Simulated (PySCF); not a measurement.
Vertical excitations of a molecule ClH6NOSi2 from TDA-M06-2X/def2-SVPD run with PySCF, as energy in eV (oscillator strength): 7.02 (0.062), 7.69 (0.005), 7.89 (0.003), 8.10 (0.023), 8.25 (0.030), 8.37 (0.032), 8.42 (0.016), 8.46 (0.038), 8.50 (0.012), 8.57 (0.010). Lowest triplet (TDA): 6.68 eV. Coordinates come from a B3LYP-D3(BJ)/def2-SVP optimisation. One conformer was computed; it need not be the lowest.

Problem. Which structure fits?
(A) N[SiH2]O[SiH2]Cl
(B) N[Si@@H](O)[SiH2]Cl
(C) N[Si@@H](Cl)O[SiH3]
(D) O[SiH2]N[SiH2]Cl

Solution. A, N[SiH2]O[SiH2]Cl
